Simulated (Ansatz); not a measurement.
System: sum formula LiOH (charge 0, singlet). 
Structure (B3LYP-D3(BJ)/def2-TZVP (Ansatz, a quantum-chemistry and plane-wave program) minimum search):
SMILES: [Li][OH]
```xyz
3

Li     0.0000     0.0000    -1.2587
O      0.0000     0.0000     0.3139
H      0.0000     0.0000     1.2652
```

Task: Give the harmonic wavenumbers at B3LYP-D3(BJ)/def2-TZVP (Ansatz, finite differences of forces, unscaled).

Result: 389, 389, 977, 3984 cm⁻¹. Zero-point energy 8.2 kcal/mol.

Task: From these and the geometry, give the ideal-gas thermochemistry at 298.15 K and 1 atm (rigid rotor, harmonic oscillator).

Result: Point group C∞v, rotational symmetry number 1. Rotational constants 36.26, 36.26 GHz. S(trans) 35.46, S(rot) 12.21, S(vib) 2.11, S(elec, spin only) 0.00, S 49.8 cal/(mol K). H(298) - H(0) 2.50 kcal/mol; G - E(el) -4.1 kcal/mol.
